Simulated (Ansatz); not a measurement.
`NB(F)F` + H₂S → `FB(F)S` + NH₃ at 700 K and 1 bar (ligand exchange at a B–N bond).

Isolated molecules relaxed with PBE0-D4/def2-TZVP in Ansatz; ΔE leaves out vibrations. CBS: MP2 limit from def2 TZ/QZ plus the TZ coupled-cluster correction, frozen cores. This one scheme is used for every species. One conformer a species, not always the lowest.

```csv
species,CCSD(T)/CBS energy (Eh),H − E (kJ/mol),S (J/(mol·K))
`NB(F)F`,-280.46129,143.7,340.7
H₂S,-398.97279,64.8,236.9
`FB(F)S`,-622.90532,96.6,353.7
NH₃,-56.50880,116.9,226.5
```

H − E and S are ideal-gas, rigid-rotor, harmonic terms from PBE0-D4/def2-TZVP, for one conformer and one mirror image of each species. 1 Eh = 2625.50 kJ/mol, R = 8.31446 J/(mol·K).

Problem. By hand: ΔE, ΔH, ΔS and ΔG.

Solution. ΔE = (-622.90532) + (-56.50880) − (-280.46129) − (-398.97279) = 0.01996 Eh = 52.4 kJ/mol. Δ(H − E) = 96.6 + 116.9 − 143.7 − 64.8 = 5.0, so ΔH = 57.4 kJ/mol. ΔS = 353.7 + 226.5 − 340.7 − 236.9 = 2.6 J/(mol·K). ΔG = 57.4 − 700 × (2.6)/1000 = 55.6 kJ/mol.

Problem. By hand: the equilibrium constant, and the temperature at which ΔG would vanish if ΔH and ΔS stayed fixed.

Solution. log₁₀ K = −ΔG/(RT ln 10) = -4.1. ΔG = 0 at ΔH/ΔS = 22077 K, far beyond where these terms or the molecules hold.

The number of gas molecules stays the same, so ΔS is small and ΔH decides. A doubt of 5 kJ/mol in ΔE shifts log₁₀ K by 0.4 here. Other conformers and mirror images would add mixing entropy, several J/(mol·K) or more a flexible species. These are equilibria of isolated gas molecules and say nothing of rates. Largest T1 diagnostic: 0.013 (customary marks: 0.02 for closed shells, 0.045 for open ones).
